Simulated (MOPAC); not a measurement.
A run for MOPAC: AM1 on GeH4N2 (a complex), monomers drawn apart or pushed together.

```
AM1 1SCF PRECISE CHARGE=0 THREADS=1
GeH4N2

N     -0.21362157 1    -0.07656925 1    -1.11253120 1
N     -0.50001753 1     0.37811009 1    -0.16328979 1
Ge     0.49826972 1    -0.20920387 1     6.21060420 1
H      0.87641698 1    -0.53062839 1     7.66488574 1
H     -0.18254171 1    -1.43239190 1     5.57922652 1
H      1.76821616 1     0.13353141 1     5.41807656 1
H     -0.46379066 1     0.98642948 1     6.18281936 1
```

It printed:

```
*******************************************************************************
 **                                                                           **
 **                              MOPAC v23.2.5                                **
 **                                                                           **
 *******************************************************************************
 ** MOPAC's Digital Object Identifier: https://doi.org/10.5281/zenodo.6511958 **
 **                                                                           **
 ** Please cite the open-source release paper for use of this MOPAC version:  **
 ** J. E. Moussa and J. J. P. Stewart (2026)                                  **
 ** MOPAC: An open-source semiempirical molecular orbital program             **
 ** J. Open Source Softw., 11(119), 8025, https://doi.org/10.21105/joss.08025 **
 *******************************************************************************

                              AM1 CALCULATION RESULTS

 *******************************************************************************
 *  AM1        - The AM1 Hamiltonian to be used
 *
 *
 *
 *                 CHARGE ON SYSTEM = 0
 *
 *
 *
 *  PRECISE    - TIGHTER CRITERIA TO BE USED
 *  1SCF       - DO 1 SCF AND THEN STOP
 *  THREADS=1  - MULTI-THREADING NOT USED
 *  T=         - A TIME OF 172800.0 SECONDS REQUESTED
 *  DUMP=N     - RESTART FILE WRITTEN EVERY 7200.0 SECONDS REQUESTED
 *******************************************************************************
AM1 1SCF PRECISE CHARGE=0 THREADS=1
 GeH4N2

   ATOM   CHEMICAL          X               Y               Z
  NUMBER   SYMBOL      (ANGSTROMS)     (ANGSTROMS)     (ANGSTROMS)

     1       N         -0.21362157  *  -0.07656925  *  -1.11253120  *
     2       N         -0.50001753  *   0.37811009  *  -0.16328979  *
     3      Ge          0.49826972  *  -0.20920387  *   6.21060420  *
     4       H          0.87641698  *  -0.53062839  *   7.66488574  *
     5       H         -0.18254171  *  -1.43239190  *   5.57922652  *
     6       H          1.76821616  *   0.13353141  *   5.41807656  *
     7       H         -0.46379066  *   0.98642948  *   6.18281936  *



          CARTESIAN COORDINATES

    NO.       ATOM           X           Y           Z

     1         N         -0.2136     -0.0766     -1.1125
     2         N         -0.5000      0.3781     -0.1633
     3        Ge          0.4983     -0.2092      6.2106
     4         H          0.8764     -0.5306      7.6649
     5         H         -0.1825     -1.4324      5.5792
     6         H          1.7682      0.1335      5.4181
     7         H         -0.4638      0.9864      6.1828

  H: (AM1): M.J.S. DEWAR ET AL, J. AM. CHEM. SOC. 107 3902-3909 (1985)
  N: (AM1): M.J.S. DEWAR ET AL, J. AM. CHEM. SOC. 107 3902-3909 (1985)
 Ge: (AM1): M.J.S.Dewar and C.Jie, Organometallics, 8, 1544, (1989)

           Empirical Formula: H4 N2 Ge  =     7 atoms



      MOLECULAR POINT GROUP   :   Cs


      RHF CALCULATION, NO. OF DOUBLY OCCUPIED LEVELS = 9


 -------------------------------------------------------------------------------
 AM1 1SCF PRECISE CHARGE=0 THREADS=1
 GeH4N2



     1SCF WAS SPECIFIED, SO BFGS WAS NOT USED
     SCF FIELD WAS ACHIEVED


                              AM1 CALCULATION
                                                       MOPAC v23.2.5 Linux




          FINAL HEAT OF FORMATION =         40.74250 KCAL/MOL =     170.46662 KJ/MOL


          COSMO AREA              =        135.24 SQUARE ANGSTROMS
          COSMO VOLUME            =        103.02 CUBIC ANGSTROMS

          IONIZATION POTENTIAL    =         11.511804 EV
          HOMO LUMO ENERGIES (EV) =        -11.512  0.917
          NO. OF FILLED LEVELS    =          9
          MOLECULAR WEIGHT        =        104.6350         POINT GROUP:  Cs

          MOLECULAR DIMENSIONS (Angstroms)

            Atom       Atom       Distance
            H     4    N     1     8.85649
            H     6    H     5     2.50670
            H     5    H     7     2.12839


          SCF CALCULATIONS        =          1





   ATOM   CHEMICAL          X               Y               Z
  NUMBER   SYMBOL      (ANGSTROMS)     (ANGSTROMS)     (ANGSTROMS)

     1       N         -0.21362157  *  -0.07656925  *  -1.11253120  *
     2       N         -0.50001753  *   0.37811009  *  -0.16328979  *
     3      Ge          0.49826972  *  -0.20920387  *   6.21060420  *
     4       H          0.87641698  *  -0.53062839  *   7.66488574  *
     5       H         -0.18254171  *  -1.43239190  *   5.57922652  *
     6       H          1.76821616  *   0.13353141  *   5.41807656  *
     7       H         -0.46379066  *   0.98642948  *   6.18281936  *

                             CARTESIAN COORDINATES

   1    N       -0.213621570    -0.076569250    -1.112531200
   2    N       -0.500017530     0.378110090    -0.163289790
   3   Ge        0.498269720    -0.209203870     6.210604200
   4    H        0.876416980    -0.530628390     7.664885740
   5    H       -0.182541710    -1.432391900     5.579226520
   6    H        1.768216160     0.133531410     5.418076560
   7    H       -0.463790660     0.986429480     6.182819360


           Empirical Formula: H4 N2 Ge  =     7 atoms



      MOLECULAR POINT GROUP   :   Cs


                  EIGENVALUES
 -41.84752 -21.36857 -16.40960 -16.40960 -15.85117 -14.27010 -11.51958 -11.51498
 -11.51180   0.91709   0.91977   0.92818   1.13315   1.13316   3.03914   6.09365


              NET ATOMIC CHARGES AND DIPOLE CONTRIBUTIONS

  ATOM NO.   TYPE          CHARGE      No. of ELECS.   s-Pop       p-Pop
    1          N           0.000032        5.0000     1.83818     3.16178
    2          N          -0.000032        5.0000     1.83819     3.16185
    3         Ge          -0.005660        4.0057     0.94922     3.05644
    4          H           0.001184        0.9988     0.99882
    5          H           0.001223        0.9988     0.99878
    6          H           0.001223        0.9988     0.99878
    7          H           0.002029        0.9980     0.99797
 DIPOLE           X         Y         Z       TOTAL
 POINT-CHG.    -0.004     0.005    -0.001     0.006
 HYBRID         0.001    -0.002    -0.001     0.002
 SUM           -0.002     0.003    -0.002     0.004


          ATOMIC ORBITAL ELECTRON POPULATIONS

     Atom    s        px        py        pz
    1  N   1.83818   1.01114   1.02811   1.12253
    2  N   1.83819   1.01117   1.02813   1.12255
    3 Ge   0.94922   1.01893   1.01908   1.01843
    4  H   0.99882
    5  H   0.99878
    6  H   0.99878
    7  H   0.99797

 **********************
 *                    *
 * JOB ENDED NORMALLY *
 *                    *
 **********************




 == MOPAC DONE ==
```

The run finished.

Cost: about 0.03 core-seconds (a rough figure).
